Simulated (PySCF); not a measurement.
**Computed properties of SiH2F2, SMILES F[SiH2]F**

SiH2F2, SMILES F[SiH2]F. The structure is a stationary point at TPSSh-D3(BJ)/def2-TZVP. The values are those of a single conformer. All values are computed for the isolated molecule unless a solvent is named; none is compared with measurement here.

**Structure.** The optimised structure has C2v symmetry. All 9 harmonic modes at TPSSh-D3(BJ)/def2-TZVP (PySCF) are real, so it is a minimum. With heavy atoms numbered as in [SiH2:1]([F:2])[F:3], the shortest bond between them is Si1–F2 at 1.592 Å and the longest Si1–F3 at 1.592 Å.

**Vibrations.** The strongest infrared lines (harmonic, unscaled, degenerate partners summed) lie at 978 cm⁻¹ (296 km/mol, Si 42 %, H 35 %, F 23 %), 2311 cm⁻¹ (141 km/mol, H 95 %), 989 cm⁻¹ (126 km/mol, H 91 %, Si 9 %). The softest mode is at 312 cm⁻¹ and the zero-point energy is 14.4 kcal/mol.

**Electronic structure.** M06-2X/def2-TZVPD (PySCF) places the frontier levels at -11.34 and 0.42 eV, a gap of 11.76 eV, and gives a dipole moment of 1.64 D and a mean polarisability of 25.3 bohr³.

**Excitations.** TDDFT-ωB97X/def2-SVPD (PySCF) has S1 at 8.74 eV (142 nm, f = 0.000, dark); the most intense of the 10 singlets computed lies at 11.66 eV (f = 0.36). T1 (TDA) is at 8.29 eV. No vertical singlet excitation falls in the visible range (under 3.1 eV).

**NMR.** GIAO shifts at PBE0/pcSseg-2 (PySCF) (non-relativistic, atoms alike by connectivity averaged): ¹H at 5.2 ppm against TMS; ²⁹Si at -23.9 ppm against TMS; ¹⁹F at -164.8 ppm against CFCl3.
